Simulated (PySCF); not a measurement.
hydrogen fluoride, charge +1, doublet, at a GFN2-xTB geometry (a state made from the parent by changing its charge; the spin is typed, not shown lowest); PySCF with CAMB3LYP/3-21G.

Input for PySCF:
```python
from pyscf import gto, scf, dft

mol = gto.Mole()
mol.atom = '''
    F    -0.000000   -0.000000   -0.104433
    H     0.000000    0.000000    0.939898
'''
mol.basis = '3-21g'
mol.charge = 1
mol.spin = 1
mol.verbose = 4
mol.symmetry = True
mol.build()

mf = dft.UKS(mol)
mf.xc = 'camb3lyp'
mf.kernel()
mf.analyze()
```

**Question.** Write the output that PySCF gives for this input, abridged.

**Answer.** 
```
PySCF version 2.14.0

[INPUT] verbose = 4
[INPUT] num. atoms = 2
[INPUT] num. electrons = 9
[INPUT] charge = 1
[INPUT] spin (= nelec alpha-beta = 2S) = 1
[INPUT] symmetry True subgroup None
[INPUT] Mole.unit = angstrom
[INPUT] Symbol           X                Y                Z      unit          X                Y                Z       unit  Magmom
[INPUT]  1 F      0.000000000000   0.000000000000  -0.104433000000 AA    0.000000000000   0.000000000000  -0.197349768367 Bohr   0.0
[INPUT]  2 H      0.000000000000   0.000000000000   0.939898000000 AA    0.000000000000   0.000000000000   1.776149805026 Bohr   0.0

nuclear repulsion = 4.56042662554305
point group symmetry = Coov
symmetry origin: [0.00000000e+00 0.00000000e+00 1.88972612e-07]
symmetry axis x: [1. 0. 0.]
symmetry axis y: [0. 1. 0.]
symmetry axis z: [0. 0. 1.]
num. orbitals of irrep A1 = 7
num. orbitals of irrep E1x = 2
num. orbitals of irrep E1y = 2
number of shells = 7
number of NR pGTOs = 18
number of NR cGTOs = 11
basis = 3-21g
ecp = {}

******** <class 'pyscf.dft.uks_symm.SymAdaptedUKS'> ********
method = SymAdaptedUKS
initial guess = minao
damping factor = 0
level_shift factor = 0
DIIS = <class 'pyscf.scf.diis.CDIIS'>
diis_start_cycle = 1
diis_space = 8
diis_damp = 0
SCF conv_tol = 1e-09
SCF conv_tol_grad = None
SCF max_cycles = 50
direct_scf = True
direct_scf_tol = 1e-13
number electrons alpha = 5  beta = 4
XC library pyscf.dft.libxc version 7.1.2
    S. Lehtola, C. Steigemann, M. J. T. Oliveira, and M. A. L. Marques,  SoftwareX 7, 1–5 (2018)
XC functionals = camb3lyp
    T. Yanai, D. P. Tew, and N. C. Handy,  Chem. Phys. Lett. 393, 51 (2004)
radial grids:
    Treutler-Ahlrichs [JCP 102, 346 (1995); DOI:10.1063/1.469408] (M4) radial grids

becke partition: Becke, JCP 88, 2547 (1988); DOI:10.1063/1.454033
pruning grids: <function nwchem_prune>
grids dens level: 3
symmetrized grids: True
atomic radii adjust function: <function treutler_atomic_radii_adjust>
small_rho_cutoff = 0
Freeze 0 electrons in irreps []
    9 free electrons in irreps A1 E1x E1y
Set gradient conv threshold to 3.16228e-05
tot grids = 24072
init E= -99.6046140016667

cycle= 1 E= -99.2711015278875  delta_E= 0.334  |g|= 0.275  |ddm|= 0.786

cycle= 2 E= -99.2886729267926  delta_E= -0.0176  |g|= 0.162  |ddm|= 0.203

cycle= 3 E= -99.2949069184194  delta_E= -0.00623  |g|= 0.0412  |ddm|= 0.0776

cycle= 4 E= -99.295148397474  delta_E= -0.000241  |g|= 0.0301  |ddm|= 0.00899

cycle= 5 E= -99.2951627164907  delta_E= -1.43e-05  |g|= 0.0302  |ddm|= 0.00606

cycle= 6 E= -99.2951632988323  delta_E= -5.82e-07  |g|= 0.03  |ddm|= 0.00216

cycle= 7 E= -99.2951793177829  delta_E= -1.6e-05  |g|= 0.0296  |ddm|= 0.0038

cycle= 8 E= -99.295187950934  delta_E= -8.63e-06  |g|= 0.0292  |ddm|= 0.0012

cycle= 9 E= -99.2952034115697  delta_E= -1.55e-05  |g|= 0.0284  |ddm|= 0.00131

cycle= 10 E= -99.2952021052566  delta_E= 1.31e-06  |g|= 0.0285  |ddm|= 0.000394

cycle= 11 E= -99.2952037126629  delta_E= -1.61e-06  |g|= 0.0284  |ddm|= 0.000185

cycle= 12 E= -99.2952064797196  delta_E= -2.77e-06  |g|= 0.0282  |ddm|= 0.000472

cycle= 13 E= -99.2952053686376  delta_E= 1.11e-06  |g|= 0.0283  |ddm|= 0.000137

cycle= 14 E= -99.295200611856  delta_E= 4.76e-06  |g|= 0.0283  |ddm|= 0.00214

cycle= 15 E= -99.2952112842062  delta_E= -1.07e-05  |g|= 0.0278  |ddm|= 0.00392

cycle= 16 E= -99.2952172165688  delta_E= -5.93e-06  |g|= 0.0276  |ddm|= 0.00137

cycle= 17 E= -99.295212150644  delta_E= 5.07e-06  |g|= 0.0279  |ddm|= 0.00162

cycle= 18 E= -99.2952071504882  delta_E= 5e-06  |g|= 0.0283  |ddm|= 0.0012

cycle= 19 E= -99.2952064957086  delta_E= 6.55e-07  |g|= 0.0283  |ddm|= 0.000691

cycle= 20 E= -99.2952026973672  delta_E= 3.8e-06  |g|= 0.0286  |ddm|= 0.000245

cycle= 21 E= -99.2952024848195  delta_E= 2.13e-07  |g|= 0.0286  |ddm|= 0.000465

cycle= 22 E= -99.2952012560131  delta_E= 1.23e-06  |g|= 0.0286  |ddm|= 0.000167

cycle= 23 E= -99.2951961548893  delta_E= 5.1e-06  |g|= 0.0287  |ddm|= 0.00215

cycle= 24 E= -99.2952056910584  delta_E= -9.54e-06  |g|= 0.0282  |ddm|= 0.0034

cycle= 25 E= -99.2951953207153  delta_E= 1.04e-05  |g|= 0.029  |ddm|= 0.00179

cycle= 26 E= -99.2952016430275  delta_E= -6.32e-06  |g|= 0.0285  |ddm|= 0.00201

cycle= 27 E= -99.2952018734657  delta_E= -2.3e-07  |g|= 0.0286  |ddm|= 0.00288

cycle= 28 E= -99.2952116553699  delta_E= -9.78e-06  |g|= 0.0278  |ddm|= 0.00102

cycle= 29 E= -99.2952212619416  delta_E= -9.61e-06  |g|= 0.0273  |ddm|= 0.00136

cycle= 30 E= -99.2951995157549  delta_E= 2.17e-05  |g|= 0.0286  |ddm|= 0.00126

cycle= 31 E= -99.2952060746118  delta_E= -6.56e-06  |g|= 0.0282  |ddm|= 0.0019

cycle= 32 E= -99.2952108857814  delta_E= -4.81e-06  |g|= 0.028  |ddm|= 0.0015

cycle= 33 E= -99.2952158386407  delta_E= -4.95e-06  |g|= 0.0278  |ddm|= 0.000934

cycle= 34 E= -99.2952144605418  delta_E= 1.38e-06  |g|= 0.0279  |ddm|= 0.000313

cycle= 35 E= -99.2952167225405  delta_E= -2.26e-06  |g|= 0.0276  |ddm|= 0.0019

cycle= 36 E= -99.2952052674071  delta_E= 1.15e-05  |g|= 0.0283  |ddm|= 0.00124

cycle= 37 E= -99.2952176582274  delta_E= -1.24e-05  |g|= 0.0275  |ddm|= 0.0029

cycle= 38 E= -99.2952307053564  delta_E= -1.3e-05  |g|= 0.0268  |ddm|= 0.00128

cycle= 39 E= -99.2951949841397  delta_E= 3.57e-05  |g|= 0.029  |ddm|= 0.00188

cycle= 40 E= -99.2952002576712  delta_E= -5.27e-06  |g|= 0.0285  |ddm|= 0.00155

cycle= 41 E= -99.2952051930745  delta_E= -4.94e-06  |g|= 0.0284  |ddm|= 0.00182

cycle= 42 E= -99.295208096436  delta_E= -2.9e-06  |g|= 0.0283  |ddm|= 0.000674

cycle= 43 E= -99.2952129105788  delta_E= -4.81e-06  |g|= 0.0279  |ddm|= 0.00069

cycle= 44 E= -99.2952114205549  delta_E= 1.49e-06  |g|= 0.028  |ddm|= 0.00219

cycle= 45 E= -99.2951984506102  delta_E= 1.3e-05  |g|= 0.0289  |ddm|= 0.00129

cycle= 46 E= -99.2952101556696  delta_E= -1.17e-05  |g|= 0.0281  |ddm|= 0.00182

cycle= 47 E= -99.2952181637368  delta_E= -8.01e-06  |g|= 0.0276  |ddm|= 0.00125

cycle= 48 E= -99.2952039689873  delta_E= 1.42e-05  |g|= 0.0285  |ddm|= 0.000917

cycle= 49 E= -99.295200047088  delta_E= 3.92e-06  |g|= 0.0285  |ddm|= 0.00147

cycle= 50 E= -99.2952082240992  delta_E= -8.18e-06  |g|= 0.0282  |ddm|= 0.00265
SCF not converged.
SCF energy = -99.2952082240992 after 50 cycles  <S^2> = 0.7513181  2S+1 = 2.0013177
**** SCF Summaries ****
Total Energy =                         -99.295208224099241
Nuclear Repulsion Energy =               4.560426625543052
One-electron Energy =                 -142.818151895306443
Two-electron Energy =                   38.962517045664157
Two-electron Coulomb Energy =           49.239782110226827
DFT Exchange-Correlation Energy =      -10.277265064562672
TODO: total wave-function symmetry for Coov
alpha occupancy for each irrep:     A1  E1x  E1y
                                     3    1    1
beta  occupancy for each irrep:     A1  E1x  E1y
                                     3    1    0
**** MO energy ****
alpha MO #1 (A1 #1), energy= -25.3056993626866 occ= 1
alpha MO #2 (A1 #2), energy= -1.85201383102382 occ= 1
alpha MO #3 (A1 #3), energy= -1.13056337263902 occ= 1
alpha MO #4 (E1x #1), energy= -1.03258392906131 occ= 1
alpha MO #5 (E1y #1), energy= -1.03258392906131 occ= 1
alpha MO #6 (A1 #4), energy= -0.327731919709579 occ= 0
alpha MO #7 (A1 #5), energy= 0.49259890335055 occ= 0
alpha MO #8 (E1x #2), energy= 1.34192413452911 occ= 0
alpha MO #9 (E1y #2), energy= 1.34192413452911 occ= 0
alpha MO #10 (A1 #6), energy= 1.53820932321118 occ= 0
alpha MO #11 (A1 #7), energy= 2.64038201902596 occ= 0
beta  MO #1 (A1 #1), energy= -25.2740134347502 occ= 1
beta  MO #2 (A1 #2), energy= -1.76207818947577 occ= 1
beta  MO #3 (A1 #3), energy= -1.09531396815914 occ= 1
beta  MO #4 (E1x #1), energy= -0.994943988035275 occ= 1
beta  MO #5 (E1y #1), energy= -0.994943988035275 occ= 0
beta  MO #6 (A1 #4), energy= -0.319649459029809 occ= 0
beta  MO #7 (A1 #5), energy= 0.489349006245891 occ= 0
beta  MO #8 (E1x #2), energy= 1.36764476871088 occ= 0
beta  MO #9 (E1y #2), energy= 1.36764476871088 occ= 0
beta  MO #10 (A1 #6), energy= 1.56456615944506 occ= 0
beta  MO #11 (A1 #7), energy= 2.70393637992165 occ= 0
 ** Mulliken pop alpha/beta on meta-lowdin orthogonal AOs **
 ** Mulliken pop       alpha | beta **
pop of  0 F 1s        0.99991 | 0.99992
pop of  0 F 2s        0.95243 | 0.94765
pop of  0 F 3s        0.00024 | 0.00048
pop of  0 F 2px       0.99794 | 0.99865
pop of  0 F 2py       0.99794 | 0.00000
pop of  0 F 2pz       0.84017 | 0.81729
pop of  0 F 3px       0.00206 | 0.00135
pop of  0 F 3py       0.00206 | 0.00000
pop of  0 F 3pz       0.00148 | 0.00105
pop of  1 H 1s        0.20082 | 0.22792
pop of  1 H 2s        0.00494 | 0.00568
In total             5.00000 | 4.00000
 ** Mulliken atomic charges   ( Nelec_alpha | Nelec_beta ) **
charge of  0F =      0.43937  (     4.79423      3.76640 )
charge of  1H =      0.56063  (     0.20577      0.23360 )

WARN: System has nonzero charge 1; the dipole moment is origin-dependent.
Location of origin: [0. 0. 0.]

Dipole moment(X, Y, Z, Debye):  0.00000,  0.00000,  2.77146
```

The run did not converge; its last values are not results.
